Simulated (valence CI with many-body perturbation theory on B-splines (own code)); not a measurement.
**Energy levels of Kr¹³⁺**

Computed by configuration interaction combined with many-body perturbation theory (CI+MBPT): five valence electrons over a frozen Dirac-Fock core [Ar], a basis of 7 s, 7 p, 8 d, 6 f, 4 g, 1 h functions for each j, with the one-electron correlation potential Σ1 (screened to all orders), the two-electron term Σ2, the three-electron term Σ3, Breit, model QED; selected single and double excitations, second order for the rest (own B-spline code, finite nucleus).

No measured levels were compared; by estimate terms of the open shell hold to 2 to 4 % of their energy, and close levels can change places. Core correlation moves these levels by up to 9000 cm⁻¹, and in measured spectra 5 to 20 % of such shifts remained as error; rates that hang on mixing are uncertain with them. Only levels of the ground parity were solved; by the run's estimate the other parity begins above the list, which can be wrong where configurations are misplaced.

Levels 1 to 37 of 37, with energies above the lowest level, 3d⁵ ⁶S_5/2. "Leading %" is the weight of the configuration and term that name the level; weights of strongly mixed levels are sums over their largest components and can fall short. In the jj column 3d3/2^4 stands for four electrons in 3d with j = 3/2. Lifetimes count E1, E2, E3, M1 and M2 decay at the calculated energies, and are blank where another channel may lead or the interval is too uncertain; long ones can be off by a factor of two.

```csv
No.,Configuration,Term,J,E (eV),Leading %,Leading jj,Lifetime
1,3d⁵,⁶S,5/2,0.000,98,3d3/2^2 3d5/2^3 (41 %),
2,3d⁵,⁴G,5/2,9.051,85,3d3/2^4 3d5/2 (30 %),56.6 ms
3,3d⁵,⁴G,11/2,9.213,97,3d3/2^2 3d5/2^3 (46 %),
4,3d⁵,⁴G,7/2,9.244,95,3d3/2^3 3d5/2^2 (48 %),5.36 s
5,3d⁵,⁴G,9/2,9.325,98,3d3/2^2 3d5/2^3 (64 %),26.1 s
6,3d⁵,⁴P,5/2,9.749,57,3d3/2^4 3d5/2 (32 %),3.88 ms
7,3d⁵,⁴P,3/2,10.018,67,3d3/2^3 3d5/2^2 (65 %),5.23 ms
8,3d⁵,⁴P,1/2,10.357,82,3d3/2^2 3d5/2^3 (53 %),981 ms
9,3d⁵,⁴D,7/2,11.178,94,3d3/2^2 3d5/2^3 (63 %),48.3 ms
10,3d⁵,⁴D,1/2,11.645,83,3d3/2^2 3d5/2^3 (80 %),28.9 ms
11,3d⁵,⁴D,5/2,11.777,66,3d3/2^3 3d5/2^2 (34 %),8.02 ms
12,3d⁵,⁴D,3/2,11.858,67,3d3/2 3d5/2^4 (45 %),9.44 ms
13,3d⁵,²I,11/2,13.237,90,3d3/2^2 3d5/2^3 (52 %),46.7 ms
14,3d⁵,²I,13/2,13.525,100,3d3/2^2 3d5/2^3 (100 %),972 ms
15,3d⁵,²D,5/2,14.006,46,3d3/2 3d5/2^4 (32 %),2.91 ms
16,3d⁵,²D,3/2,14.452,69,3d3/2^2 3d5/2^3 (63 %),7.59 ms
17,3d⁵,²F,7/2,14.804,54,3d3/2^3 3d5/2^2 (58 %),16.0 ms
18,3d⁵,⁴F,9/2,15.030,64,3d3/2^3 3d5/2^2 (57 %),16.4 ms
19,3d⁵,⁴F,5/2,15.475,80,3d3/2^2 3d5/2^3 (73 %),13.9 ms
20,3d⁵,⁴F,7/2,15.827,49,3d3/2 3d5/2^4 (70 %),4.15 ms
21,3d⁵,⁴F,3/2,16.079,69,3d3/2 3d5/2^4 (55 %),7.81 ms
22,3d⁵,²H,9/2,16.144,61,3d3/2^2 3d5/2^3 (88 %),6.57 ms
23,3d⁵,²G,7/2,16.847,87,3d3/2^2 3d5/2^3 (81 %),30.5 ms
24,3d⁵,²H,11/2,16.989,88,3d3/2 3d5/2^4 (79 %),
25,3d⁵,²F,5/2,16.999,54,3d5/2^5 (45 %),3.19 ms
26,3d⁵,²G,9/2,17.625,57,3d3/2 3d5/2^4 (70 %),11.3 ms
27,3d⁵,²F,5/2,17.940,81,3d3/2^2 3d5/2^3 (54 %),8.22 ms
28,3d⁵,²F,7/2,18.126,86,3d3/2 3d5/2^4 (48 %),12.8 ms
29,3d⁵,²S,1/2,19.501,98,3d3/2^3 3d5/2^2 (39 %),4.22 ms
30,3d⁵,²D,3/2,21.771,99,3d3/2^3 3d5/2^2 (35 %),3.15 ms
31,3d⁵,²D,5/2,22.059,93,3d3/2 3d5/2^4 (42 %),2.41 ms
32,3d⁵,²G,9/2,24.230,100,3d3/2^2 3d5/2^3 (81 %),
33,3d⁵,²G,7/2,24.353,98,3d3/2^2 3d5/2^3 (46 %),
34,3d⁵,²P,3/2,29.070,94,3d3/2^2 3d5/2^3 (74 %),
35,3d⁵,²P,1/2,29.311,98,3d3/2^2 3d5/2^3 (45 %),
36,3d⁵,²D,5/2,31.829,99,3d3/2^2 3d5/2^3 (82 %),
37,3d⁵,²D,3/2,32.022,94,3d3/2 3d5/2^4 (58 %),
```

Names give the largest LS component (configuration and term), which can be under half, so a name can repeat, a term be missing and a line seem to break the LS rules; names also repeat where a configuration has a term twice.

The ionisation energy to 3d⁴ ⁵D0 of the next ion comes out as 445.64 eV (NIST: 446 ± 3 eV (theoretical)). All 37 levels together are meant to be complete up to 33.249 eV.
